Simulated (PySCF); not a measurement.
Job file and geometry (Å, from GFN2-xTB) of an NMR shielding run on `CSc1nn([SiH3])nc1C`, C$_{4}$H$_{9}$N$_{3}$SSi, PySCF 2.14.0, density-fitted response routines, GIAO PBE0/pcSseg-1 NMR shielding, non-relativistic, gas phase; density fitting, a coarse starting grid and PySCF grid level 2 are the driver's defaults:

```
$ OMP_NUM_THREADS=1 python probes_run.py task.json out

{"job": {"kind": "nmr", "xc": "PBE0", "basis": "pcSseg-1"}, "charge": 0, "multiplicity": 1}
C     -2.833300    -1.263011     0.089811
S     -2.354960     0.483539     0.196590
C     -0.632462     0.308622     0.069232
N     -0.011876    -0.852649    -0.027307
N      1.282070    -0.549025    -0.110969
Si     2.567354    -1.742223    -0.220748
N      1.515709     0.756967    -0.068888
C      0.342928     1.342656     0.043813
C      0.133059     2.805673     0.120456
H     -3.914297    -1.296808     0.178386
H     -2.510842    -1.658310    -0.868344
H     -2.360063    -1.808865     0.899582
H      3.435210    -1.282970    -1.300048
H      1.849730    -2.978222    -0.504820
H      3.260881    -1.768678     1.066656
H      1.086494     3.315590     0.019949
H     -0.543427     3.126921    -0.670314
H     -0.320968     3.067110     1.075306
```

Problem. What does the program print?

Solution. 
```
coarse grid: 16360 points
cycle   1  E = -1008.9778392485  dE =  1.435e+00  |g| = 3.942e-01  |ddm| = 4.170e+00
cycle   2  E = -1008.9649370161  dE =  1.290e-02  |g| = 4.825e-01  |ddm| = 7.644e-01
cycle   3  E = -1009.0113389727  dE = -4.640e-02  |g| = 1.195e-01  |ddm| = 4.196e-01
cycle   4  E = -1009.0137468747  dE = -2.408e-03  |g| = 5.401e-02  |ddm| = 1.257e-01
cycle   5  E = -1009.0143648312  dE = -6.180e-04  |g| = 1.457e-02  |ddm| = 5.096e-02
cycle   6  E = -1009.0144096750  dE = -4.484e-05  |g| = 3.957e-03  |ddm| = 1.580e-02
cycle   7  E = -1009.0144131341  dE = -3.459e-06  |g| = 1.144e-03  |ddm| = 3.772e-03
final grid: 149832 points
cycle   8  E = -1009.0647628677  dE = -3.271e-05  |g| = 9.335e-03  |ddm| = 4.126e-02
cycle   9  E = -1009.0647482840  dE =  1.458e-05  |g| = 1.210e-02  |ddm| = 2.013e-02
cycle  10  E = -1009.0647827915  dE = -3.451e-05  |g| = 2.304e-03  |ddm| = 1.268e-02
cycle  11  E = -1009.0647840362  dE = -1.245e-06  |g| = 3.788e-04  |ddm| = 2.173e-03
cycle  12  E = -1009.0647840666  dE = -3.041e-08  |g| = 1.030e-04  |ddm| = 4.683e-04
cycle  13  E = -1009.0647840687  dE = -2.170e-09  |g| = 4.224e-05  |ddm| = 1.149e-04
cycle  14  E = -1009.0647840691  dE = -3.113e-10  |g| = 1.758e-05  |ddm| = 4.809e-05
converged SCF energy = -1009.0647840691

GIAO shielding tensors (ppm)
atom      isotropic    diamagn.    paramagn.     s11        s22        s33       span
  0 C      167.320     250.697     -83.378    156.981    163.070    181.909     24.928
  1 S      542.623    1057.342    -514.718    358.748    497.426    771.696    412.948
  2 C       33.808     262.895    -229.087    -35.640     28.414    108.649    144.288
  3 N      -98.249     328.871    -427.120   -304.528   -141.059    150.839    455.367
  4 N        9.871     330.652    -320.781    -97.541     26.235    100.917    198.458
  5 Si     396.339     881.987    -485.648    365.107    382.997    440.914     75.807
  6 N     -109.768     329.157    -438.925   -325.935   -151.514    148.144    474.079
  7 C       38.334     256.886    -218.553    -34.422     29.681    119.741    154.163
  8 C      174.639     247.075     -72.435    162.189    171.653    190.076     27.887
  9 H       29.565      27.956       1.609     24.227     26.813     37.655     13.428
 10 H       28.927      30.971      -2.043     24.106     26.506     36.169     12.063
 11 H       28.819      31.032      -2.213     23.846     26.636     35.975     12.129
 12 H       26.504      29.757      -3.253     22.810     25.338     31.364      8.554
 13 H       26.435      30.358      -3.923     22.177     26.631     30.497      8.320
 14 H       26.591      29.712      -3.121     23.469     24.622     31.684      8.216
 15 H       28.923      27.318       1.605     23.364     27.823     35.582     12.218
 16 H       29.445      28.441       1.005     24.698     28.481     35.156     10.458
 17 H       29.454      28.278       1.176     24.887     27.994     35.482     10.596
```

Problem. Turn these shieldings into chemical shifts. δ = σ(ref) − σ, references computed at the same level: $^{13}$C (186.93 ppm) and $^{29}$Si (349.16 ppm) and $^{1}$H (31.72 ppm) against TMS; $^{33}$S (503.73 ppm) against CS2; $^{15}$N (267.73 ppm) vs NH3.

Solution. Averaging equivalent atoms: C 2: 153.1; C 7: 148.6; C 0: 19.6; C 8: 12.3; S 1: -39; N 6: 377.5; N 3: 366.0; N 4: 257.9; Si 5: -47.2; H 12/13/14: 5.21; H 9/10/11: 2.61; H 15/16/17: 2.44 ppm. Experimental scales use liquid or dissolved standards, which lie at an offset from isolated NH3 (liquid NH3: subtract about 20 ppm). Unscaled 15N shifts of sp2 nitrogen come out 20 to 40 ppm too high even then.

Size and cost of the density-fitted run: 212 basis functions, about 110 core-seconds.
